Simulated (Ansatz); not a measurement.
Isolated molecules relaxed with PBE0-D4/def2-TZVP in Ansatz; ΔE leaves out vibrations. CBS: MP2 limit from def2 TZ/QZ plus the TZ coupled-cluster correction, frozen cores. This one scheme is used for every species. DFT in def2-TZVPP. B3LYP here is the variant with VWN-RPA as its local correlation; programs differ in this. HSE06 is defined as in plane-wave codes. Each species was taken in one conformer, which may not be the lowest.

`COB(C)N` → `CBN` + `C=O`  (β-hydride elimination)

```csv
level,ΔE (kJ/mol),difference from CCSD(T)/CBS
LDA (SPW92),266.1,46.1
revPBE-D4,206.7,-13.3
BLYP-D4,197.4,-22.6
r2SCAN-D4,227.3,7.3
B97M-V,222.2,2.2
PBE0-D4,229.8,9.8
B3LYP-D4,212.9,-7.1
r2SCANh-D4,231.5,11.5
r2SCAN0-D4,237.7,17.7
HSE06-D4,229.5,9.5
BHLYP-D4,228.1,8.1
CAM-B3LYP-D4,225.6,5.6
ωB97X-V,223.0,3.0
ωB97M-V,221.8,1.8
B2PLYP,208.0,-12.0
PBE,207.0,-13.0
revPBE,182.3,-37.7
BLYP,179.8,-40.2
r2SCAN,224.9,4.9
PBE0,222.6,2.6
B3LYP,199.9,-20.1
r2SCANh,228.9,8.9
r2SCAN0,234.9,14.9
BHLYP,218.8,-1.2
CAM-B3LYP,218.3,-1.7
LC-ωPBE,227.1,7.1
RPA@PBE/def2-TZVPP,199.7,-20.3
HF/def2-SVP,209.5,-10.5
MP2/def2-SVP,217.6,-2.4
CCSD/def2-SVP,211.1,-8.9
HF/def2-TZVPP,198.5,-21.5
MP2/def2-TZVPP,222.5,2.5
SCS-MP2/def2-TZVPP,209.7,-10.3
CCSD/def2-TZVPP,215.4,-4.6
CCSD(T)/def2-TZVPP,214.8,-5.2
HF/def2-QZVPP,198.4,-21.6
MP2/def2-QZVPP,225.5,5.5
SCS-MP2/def2-QZVPP,212.6,-7.4
HF/CBS(def2),198.4,-21.6
CCSD/CBS(def2),220.6,0.6
CCSD(T)/CBS,220.0,0
```

Largest T1 diagnostic among the species: 0.015.

From r2SCAN to r2SCAN0 (25 % exact exchange), in def2-TZVPP and without D4, ΔE moves by +10.0 kJ/mol. The D4 term adds +13.0 kJ/mol with B3LYP and +7.2 kJ/mol with PBE0; it sums over pairs of atoms, weighted by their polarisabilities, and B3LYP, whose exchange is more repulsive, gets the larger term.

CCSD(T)/CBS has its own doubt, a few kJ/mol and more with outer-core shells, so smaller differences from it don't rank the levels.
